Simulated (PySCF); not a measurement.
The dipole of `C=C/C(=C/C)OC` from its density and from atomic charges.

Coordinates (GFN2-xTB, Å) and charges (e) from the PBE0/pcSseg-1 density (PySCF):

| atom | x | y | z | Mulliken | IAO | Hirshfeld | ESP-fitted |
| --- | --- | --- | --- | --- | --- | --- | --- |
| C1 | -2.070 | -1.502 | 0.410 | -0.1297 | -0.3216 | -0.1035 | -0.3655 |
| C2 | -0.743 | -1.488 | 0.355 | -0.2053 | -0.1595 | -0.0561 | -0.1761 |
| C3 | 0.047 | -0.385 | -0.181 | +0.1955 | +0.1718 | +0.0601 | +0.0780 |
| C4 | 1.346 | -0.518 | -0.470 | -0.2626 | -0.1700 | -0.0532 | -0.0857 |
| C5 | 2.203 | 0.556 | -1.046 | -0.1962 | -0.4263 | -0.1209 | -0.3174 |
| O6 | -0.609 | 0.810 | -0.443 | -0.5097 | -0.3725 | -0.1196 | -0.2051 |
| C7 | -0.899 | 1.569 | 0.709 | -0.0210 | -0.1993 | -0.0397 | -0.2151 |
| H8 | -2.614 | -2.345 | 0.802 | +0.1157 | +0.1533 | +0.0462 | +0.1627 |
| H9 | -2.656 | -0.676 | 0.044 | +0.1247 | +0.1529 | +0.0416 | +0.1814 |
| H10 | -0.169 | -2.338 | 0.699 | +0.0964 | +0.1508 | +0.0486 | +0.1496 |
| H11 | 1.818 | -1.477 | -0.308 | +0.0916 | +0.1466 | +0.0452 | +0.1097 |
| H12 | 1.628 | 1.466 | -1.189 | +0.1279 | +0.1569 | +0.0396 | +0.1113 |
| H13 | 2.605 | 0.238 | -2.008 | +0.1285 | +0.1529 | +0.0470 | +0.1110 |
| H14 | 3.047 | 0.760 | -0.387 | +0.1232 | +0.1493 | +0.0446 | +0.1068 |
| H15 | -1.508 | 2.409 | 0.377 | +0.1185 | +0.1560 | +0.0500 | +0.1240 |
| H16 | 0.020 | 1.948 | 1.172 | +0.0973 | +0.1274 | +0.0364 | +0.1183 |
| H17 | -1.452 | 0.987 | 1.453 | +0.1052 | +0.1314 | +0.0338 | +0.1122 |

Task: Compute μ = Σ q r for each scheme (1 e·Å = 4.803 D) and compare with the dipole of the full density.

Result: The full density gives (0.53, 0.14, 1.18) D, 1.31 D in size; dipole vectors point from the negative to the positive end.

| scheme | μx | μy | μz | size (D) | share of the full size (%) | angle to the full dipole (°) |
| --- | --- | --- | --- | --- | --- | --- |
| Mulliken | 0.38 | 0.87 | 1.77 | 2.01 | 154 | 23 |
| IAO | 0.72 | -0.03 | 1.77 | 1.91 | 146 | 8 |
| Hirshfeld | 0.34 | 0.14 | 0.55 | 0.66 | 50 | 9 |
| ESP-fitted | 0.53 | 0.19 | 1.18 | 1.31 | 100 | 2 |

Task: Which set comes closest?

Result: Length of the difference vector: ESP-fitted 0.05 D, IAO 0.64 D, Hirshfeld 0.66 D, Mulliken 0.95 D. Closest: ESP-fitted. ESP charges are fitted to the potential around the molecule, whose slowest-falling term is the dipole's. The schemes that divide the density aren't constrained to reproduce the dipole.

Task: What is left for the Hirshfeld atoms' own dipoles?

Result: The shares of the density sum to the whole, so what Σ q r misses lies in dipoles about the nuclei. The atomic dipoles sum to (0.53, 0.14, 1.18) − (0.34, 0.14, 0.55) = (0.19, 0.00, 0.63) D, 0.66 D in size.

Task: With the origin at the mean of the coordinates, (0.000, 0.001, -0.001) Å, which are the largest single terms, by size, of the Hirshfeld dipole along the direction of the full one?

Result: O6 +0.32, C1 +0.32, H16 +0.22, H9 -0.22, H14 +0.21 D; all 17 atoms together +0.65 D. The single terms depend on the origin, their sum doesn't.

Task: Give the size of the full dipole in other units.

Result: 1.31 D = 0.514 au = 0.272 e·Å = 4.36 × 10⁻³⁰ C·m.

One conformer (not necessarily the lowest) at the GFN2-xTB geometry, without solvent, vibrations or thermal averaging.

Shape of the structure used: `[CH2:1]=[CH:2]/[C:3](=[CH:4]/[CH3:5])[O:6][CH3:7]`: C1–C2–C3–C4 -166°, C2–C3–O6–C7 76°.
